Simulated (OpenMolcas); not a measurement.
**Kr3+: Slater's ratio, worked from levels**

```yaml
Program: OpenMolcas
Basis: ANO-RCC-VDZP [5s4p2d]
Scalar_Hamiltonian: DKH2, point nucleus
Active_space: 3 electrons in 3 orbitals (4p)
State_averaging: 2S+1 = 4 odd, 1 root; 2S+1 = 2 odd, 8 roots
Spin-orbit_coupling: RASSI with atomic mean-field integrals over the reference wave functions, term energies averaged over their components
```

Methods: CASSCF; SS-CASPT2, IPEA 0.25 Eh, imaginary shift 0.1 Eh (closed shells correlated: 3d 4s). Measured levels: Saloman, J. Phys. Chem. Ref. Data 36, 215 (2007).

**Slater's ratio.** With one set of orbitals, p3 has 2D* - 4S* = 9 F2 and 2P* - 2D* = 6 F2 (F2 = F²/25), a ratio of 2/3. Term energies are centres of gravity, weighted by 2J + 1.

```json
{"Source": "CASSCF", "2D* - 4S*": "22639", "2P* - 4S*": "39370", "F2 from the first": "2515", "Ratio": "0.739"}
{"Source": "SS-CASPT2", "2D* - 4S*": "21132", "2P* - 4S*": "36147", "F2 from the first": "2348", "Ratio": "0.711"}
{"Source": "measured", "2D* - 4S*": "18035", "2P* - 4S*": "32623", "F2 from the first": "2004", "Ratio": "0.809"}
```

Energies in cm-1. A ratio away from 2/3 shows effects beyond one configuration with one set of orbitals, and in heavier atoms second-order spin-orbit shifts.

Term energies are means over components that CASPT2 splits; among the terms shown or strongly mixed into the levels shown the widest spread is 180 cm-1 (4s2 4p3 2D*, SS-CASPT2). With the s shell closed, the reference lacks s² → p² mixing. The basis is small and was not contracted for so high a charge. Some terms miss by over 15 % even with CASPT2, which points to a basis or an active space too small for the shells correlated (holds for SS-CASPT2). Computed and measured levels are paired by configuration, term and J; levels that our copy of the source lacks, or whose pairing is in doubt (as where it misses far off the trend of its configuration), stay unpaired and out of the deviations. Only configurations of the active space appear.

* marks odd parity.
